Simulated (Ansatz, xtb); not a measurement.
**Two isomers of C6H7Br**

Structure a: `BrC1=CC=CCC1`, a singlet. Structure b: `BrC1=CCCC=C1`, a singlet. Both are isolated molecules in the gas phase, relaxed with PBE-D3(BJ)/def2-SVP; the shapes shown needn't be the lowest conformers.

a (Å):

```csv
atom,x (Å),y (Å),z (Å)
C,-1.1606,-0.6313,-1.4914
C,-0.1623,0.2382,-1.7877
C,0.8921,0.4869,-0.8020
C,1.0488,-0.3211,0.2762
C,0.1579,-1.5256,0.4524
C,-1.2427,-1.3102,-0.1469
Br,-2.6007,-0.9281,-2.6965
H,-0.1515,0.7787,-2.7453
H,1.5744,1.3338,-0.9748
H,1.8704,-0.1514,0.9898
H,0.0674,-1.8059,1.5214
H,0.6473,-2.3971,-0.0476
H,-1.7847,-2.2725,-0.2260
H,-1.8572,-0.6622,0.5233
```

b (Å):

```xyz
14

C    -1.3471   -0.1728   -1.3052
C    -0.0829    0.1025   -1.7062
C     1.0621   -0.2057   -0.7685
C     0.7709   -1.4243    0.1206
C    -0.6282   -1.3859    0.6835
C    -1.6341   -0.8013   -0.0120
Br   -2.8491    0.2596   -2.4011
H     0.1094    0.6072   -2.6644
H     1.9993   -0.3602   -1.3405
H     1.2420    0.6923   -0.1276
H     0.8785   -2.3623   -0.4777
H     1.5230   -1.4983    0.9319
H    -0.8406   -1.8925    1.6386
H    -2.6704   -0.8052    0.3558
```

Question: Estimate E(b) − E(a) at the level CCSD(T)/def2-SVP + ΔMP2/def2-TZVPP.

Answer: CCSD(T)/def2-SVP + ΔMP2/def2-TZVPP gives E(b) − E(a) = +1.10 kcal/mol, slightly favouring structure a, which is too small a margin to settle the true order.

Level by level:

```csv
level,geometry,E(b) − E(a) (kcal/mol),departure from the last row (kcal/mol),"job, with rough time for the two"
GFN2-xTB,GFN2-xTB,+1.04,−0.06,"optimisation, 0.18 s"
HF/STO-3G,GFN2-xTB,+0.69,−0.41,"single point, 0.76 s"
r2SCAN-D4/def2-SVP,GFN2-xTB,+1.63,+0.53,"single point, 9 s"
PBE-D3(BJ)/def2-SVP,PBE-D3(BJ)/def2-SVP,+1.62,+0.52,"optimisation, 35 s"
HF/def2-SVP,PBE-D3(BJ)/def2-SVP,+0.92,−0.18,part of the CCSD(T) run
MP2/def2-SVP,PBE-D3(BJ)/def2-SVP,+1.35,+0.25,part of the CCSD(T) run
CCSD(T)/def2-SVP,PBE-D3(BJ)/def2-SVP,+1.14,+0.04,single point
CCSD(T)/def2-SVP + ΔMP2/def2-TZVPP,PBE-D3(BJ)/def2-SVP,+1.10,,"single point, 3.7 min"
```

As drawn, both hold the same kinds of bond in the same numbers.

The largest departure from CCSD(T)/def2-SVP + ΔMP2/def2-TZVPP is that of r2SCAN-D4/def2-SVP, 0.53 kcal/mol. The last row adds to CCSD(T) the change of the MP2 difference between the two basis sets, here −0.04 kcal/mol.

With thermal terms from frequencies at re-optimised GFN2-xTB minima (ideal gas, soft modes damped towards free rotors, one conformer each, 298.15 K, 1 atm): the zero-point term adds −0.08 kcal/mol; ΔH is +1.03 and ΔG +1.04 kcal/mol.

The correlated steps freeze 15 core orbitals; the filled d shell of Br is correlated, in a basis made for valence electrons. Programs: Ansatz 0.2.0, xtb 6.7.1; the last row on 2 threads of Arm Neoverse V2 on a shared host.
